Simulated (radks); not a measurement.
Values are calculated unless marked as measured or tabulated.
All-electron atom: Zn3+ in [Ne] 3p6 3d9 4d2 (not the ground configuration). Code: a radial shooting solver on a logarithmic mesh with Libxc functionals. Model: scalar-relativistic Kohn-Sham, SOGGA, spin-unpolarised, spherical densities, point nucleus. Some entries of the table are withheld. Estimate them.

orbital,occ.,eigenvalue (hartree),r(max) (bohr),<r> (bohr)
1s,2,-352.8029,0.03293,0.05033
2s,2,-45.34657,0.1893,0.2262
2p,6,-39.71410,0.1520,0.1981
3p,6,(1),0.5847,0.6865
3d,9,-2.85438,(2),0.7374
4d,2,(3),2.464,2.753

Answer. 
(1) 3p eigenvalue (hartree): -5.64385
(2) 3d r(max) (bohr): 0.5408
(3) 4d eigenvalue (hartree): -0.77415
